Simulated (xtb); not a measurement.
PbHI, SMILES [I][PbH] (connectivity only; charge and spin as stated), neutral, multiplicity 1. All values are semi-empirical tight-binding results from xtb (GFN2-xTB unless named), good for trends rather than for accurate numbers. Geometry: GFN2-xTB.

Optimised geometry:

```xyz
3

Pb     0.0238     1.0600     0.0000
H     -1.8123     1.2684     0.0000
I     -0.0026    -1.6640     0.0000
```

For metal compounds this method's bond lengths and energies can be far off.

```yaml
point_group_as_xtb_finds_it: Cs
orbital_gap: 2.70 eV
zero_point_energy: 3.2 kcal/mol
G − E(el) at 298.15 K (modified RRHO): -15.3 kcal/mol
```

Computed atomic charges and the Wiberg bond orders between heavy atoms:
charges (e) Pb1 0.49, H2 -0.23, I3 -0.27. Bond orders Pb1–I3 1.06.
